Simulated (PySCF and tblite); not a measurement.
The numbers below are computed, except where a source is named.
C10H16, numbered as in [CH2:1]=[CH:2][CH2:3]/[C:4](=[CH:5]\[C:6](=[CH2:7])[CH3:8])[CH2:9][CH3:10]. Level: PBE0-D3(BJ)/6-31G*//GFN2-xTB, thermal terms from GFN2-xTB, symmetry numbers and mirror pairs counted. Conformers within 3 kcal/mol (GFN2-xTB free energy) were kept, 10 at most. GIAO shieldings: PBE0/6-31G*. Shifts are against TMS (¹H), TMS (¹³C) at the same level. Run with PySCF (density fitting) and tblite.

Torsions listed: C1–C2–C3–C4, C2–C3–C4–C9, C4–C5–C6–C8, C3–C4–C9–C10. Of a mirror pair one member is shown.

| conformer | shape | point group | mirror pair | ΔE(DFT) | Δ(G−E) at 323.15 K | δ C9 (ppm) |
| --- | --- | --- | --- | --- | --- | --- |
| 1 | 8°, 102°, -8°, -70° | C1 | yes | 0.00 | 0.00 | 40.3 |
| 2 | 3°, 91°, 11°, 84° | C1 | yes | 0.27 | -0.33 | 36.3 |
| 3 | -6°, -88°, -15°, 170° | C1 | yes | 0.45 | -0.22 | 32.5 |
| 4 | -117°, 84°, 4°, 86° | C1 | yes | 0.73 | -0.43 | 34.0 |
| 5 | 120°, -83°, -6°, 169° | C1 | yes | 0.94 | -0.49 | 30.7 |
| 6 | -138°, -88°, -12°, -86° | C1 | yes | 1.59 | -0.32 | 35.8 |
| 7 | 133°, -100°, 20°, 72° | C1 | yes | 1.61 | -0.31 | 40.5 |
| 8 | -140°, -89°, -14°, 170° | C1 | yes | 1.81 | -0.28 | 32.8 |
| 9 | -150°, -106°, 11°, 70° | C1 | yes | 1.91 | -0.24 | 40.5 |

Energies in kcal/mol; the thermal term leaves out symmetry numbers and mirror images.

(1) Work out the weights at 323.15 K and the ¹³C shift of C9 under fast exchange.

Answers

(1) RT = 0.642 kcal/mol. Each conformer gets RT ln(σ/g), with σ the rotational symmetry number and g = 2 for a mirror pair: 1: σ = 1, g = 2, G = 0.00 + 0.00 − 0.45 = -0.45, 0.07 above the lowest, exp(−ΔG/RT) = 0.901; 2: σ = 1, g = 2, G = 0.27 − 0.33 − 0.45 = -0.51, 0.00 above the lowest, exp(−ΔG/RT) = 1.000; 3: σ = 1, g = 2, G = 0.45 − 0.22 − 0.45 = -0.22, 0.29 above the lowest, exp(−ΔG/RT) = 0.634; 4: σ = 1, g = 2, G = 0.73 − 0.43 − 0.45 = -0.14, 0.37 above the lowest, exp(−ΔG/RT) = 0.563; 5: σ = 1, g = 2, G = 0.94 − 0.49 − 0.45 = 0.01, 0.53 above the lowest, exp(−ΔG/RT) = 0.441; 6: σ = 1, g = 2, G = 1.59 − 0.32 − 0.45 = 0.82, 1.34 above the lowest, exp(−ΔG/RT) = 0.125; 7: σ = 1, g = 2, G = 1.61 − 0.31 − 0.45 = 0.85, 1.36 above the lowest, exp(−ΔG/RT) = 0.119; 8: σ = 1, g = 2, G = 1.81 − 0.28 − 0.45 = 1.09, 1.60 above the lowest, exp(−ΔG/RT) = 0.083; 9: σ = 1, g = 2, G = 1.91 − 0.24 − 0.45 = 1.22, 1.74 above the lowest, exp(−ΔG/RT) = 0.067. The sum is 3.934, so the weights are 22.9, 25.4, 16.1, 14.3, 11.2, 3.2, 3.0, 2.1, 1.7 %. The averaged shift is 35.8 ppm. At 298.15 K it is 35.9 ppm. At 298.15 K the leading conformer alone gives 36.3 ppm and bare DFT energies give 36.6 ppm.
